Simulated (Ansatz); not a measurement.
C$_{2}$H$_{6}$OSeSi (`C[Si]1([SeH])CO1`), relaxed with RKS PBE-D4/def2-SVP in the Gaussian-basis code of Ansatz from a rough embedded geometry. The force threshold is 0.03 eV/Å; the program also tests the step.

The species carries charge 0 and has multiplicity 1.

Start:

```xyz
11

C     1.558   -0.320   -0.719
Si   -0.126   -0.315   -0.075
Se   -1.668   -1.472   -1.249
C    -0.700    0.876    1.286
O    -0.668    1.367    0.024
H     1.643    0.317   -1.690
H     1.912   -1.322   -0.954
H     2.261    0.194    0.010
H    -2.732   -1.286   -0.150
H    -1.664    0.689    1.665
H     0.185    1.271    1.852
```

| step | energy (eV) | largest force (eV/Å) | largest move (Å) |
| --- | --- | --- | --- |
| 1 | -77413.6215 | 2.956 | 0.000 |
| 2 | -77414.1032 | 1.339 | 0.170 |
| 3 | -77414.2381 | 0.811 | 0.116 |
| 4 | -77414.2657 | 1.333 | 0.200 |
| 5 | -77414.3091 | 0.198 | 0.069 |
| 6 | -77414.3140 | 0.279 | 0.200 |
| 7 | -77414.3160 | 0.151 | 0.099 |
| 8 | -77414.3188 | 0.213 | 0.147 |
| 9 | -77414.3244 | 0.130 | 0.063 |
| 10 | -77414.3256 | 0.082 | 0.050 |
| 11 | -77414.3268 | 0.016 | 0.020 |

End:

```xyz
11

C     1.572   -0.298   -0.796
Si   -0.179   -0.095   -0.171
Se   -1.561   -1.588   -1.211
C    -0.638    0.769    1.380
O    -0.756    1.488    0.078
H     1.621   -0.119   -1.889
H     1.954   -1.319   -0.593
H     2.225    0.439   -0.288
H    -2.733   -1.082   -0.453
H    -1.613    0.587    1.877
H     0.109    1.218    2.065
```

Hardware: 4 threads of an Intel Xeon on a shared host. Wall time 69 s, peak host memory 0.19 GiB.
